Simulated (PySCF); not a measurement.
BFHO, SMILES [OH+]=BF, charge +1. Heavy atoms are numbered as in [OH+:1]=[B:2][F:3]. Hydrogens are named by the atom that carries them.

Geometry: B3LYP-D3(BJ)/def2-TZVP. A frequency run showed that this geometry is not a minimum. The isomer is the one that the SMILES or the coordinates give; other isomers of the formula were not compared.

Computed with B3LYP/pcSseg-2 in PySCF.

GIAO shieldings, no solvent; atoms alike by connectivity are averaged. δ = σ(ref) − σ: ¹⁷O against H2O (σ = 325.5 ppm); ¹¹B against BF3 (σ = 86.3 ppm); ¹⁹F against CFCl3 (σ = 159.6 ppm); ¹H against TMS (σ = 31.68 ppm), references at their B3LYP-D3(BJ)/def2-TZVP geometries, non-relativistic.

Computed chemical shifts:
```json
[
 {"nucleus": "¹⁷O", "atoms": "O1 (OH)", "count": "1", "δ (ppm)": "37.3"},
 {"nucleus": "¹¹B", "atoms": "B2", "count": "1", "δ (ppm)": "-15.4"},
 {"nucleus": "¹⁹F", "atoms": "F3", "count": "1", "δ (ppm)": "-180.4"},
 {"nucleus": "¹H", "atoms": "H on O1", "count": "1", "δ (ppm)": "8.09"}
]
```
